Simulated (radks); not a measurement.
Spherical quantum dot in the effective-mass picture: electrons in a hard-walled sphere of radius 2.07, all in effective atomic units (hartree* = m*/eps^2 hartree, bohr* = eps/m* bohr), one dielectric constant everywhere. Calculated with a radial shooting solver with Libxc functionals: non-relativistic Kohn-Sham, LDA (Slater exchange, Perdew-Wang correlation), spin-polarised, spherical densities. Levels are named by radial order and angular momentum (1s, 1p, 1d, 2s, ...), and open shells are averaged over m. Results are scaled to m* = 0.044 and eps = 16.5, for which hartree* = 4.398 meV and bohr* = 19.84 nm.

N = 14, configuration 1s2 1p6 1d(up 5, down 1). This is the lowest configuration that the search found. Occupied and some empty levels:

level    occupation  eigenvalue (meV)  <r> (nm)
1s up             1            44.759     24.38
1s down           1            45.275     24.24
1p up             3            48.420     26.61
1p down           3            48.987     26.56
1d up             5            53.936     28.13
1d down           1            54.525     28.11
2s up             0            60.529     19.22
2s down           0            60.832     19.26
1f up             0            61.057     29.27
1f down           0            61.653     29.27
2p up             0            70.239     21.75
2p down           0            70.611     21.73

Energy (meV): total 430.754, kinetic 183.73, external 0, Hartree 288.80, exchange-correlation -41.775.

Electron density:

r (nm)  n(r) (e/nm^3)
3.15       0.00001684
6.22       0.00002143
9.29       0.00002965
12.4       0.00004191
15.4       0.00005779
18.5       0.00007534
21.6       0.00009065
24.6       0.00009809
27.7       0.00009254
30.8       0.00007234
33.9       0.00004272
36.9       0.00001518
40.0        9.945e-07
